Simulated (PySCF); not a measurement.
A run for PySCF: R-B3LYP/6-31G* on C2H2 (SMILES C#C) with ghost functions, monomers drawn apart or pushed together.

```python
from pyscf import gto, scf, dft, mp
from pyscf.data.elements import chemcore

mol = gto.M(
    atom='''
    C    -0.62497914   -0.19020078   -0.08033622
    C     0.52170081    0.15034044   -0.12776800
    H    -1.64276697   -0.49245405   -0.03192352
    H     1.53995539    0.45277631   -0.16360268
    ghost-O    1.27630121    0.39638766    5.72037869
    ghost-C    0.16562916    0.06535250    5.75698939
    ghost-O   -0.94435887   -0.26541453    5.81180128
    ''',
    basis='6-31g*',
    cart=True,
    charge=0, spin=0, verbose=3, max_memory=1800)
mf = dft.RKS(mol, xc='b3lyp')
mf.conv_tol = 1e-8
mf.max_cycle = 100
mf.kernel()
if not mf.converged:
    mf = mf.newton().run(mf.mo_coeff, mf.mo_occ)
```

Output:

```
converged SCF energy = -77.3254963511186
```

Self-consistency was reached.

Cost: roughly 2.6 core-seconds.
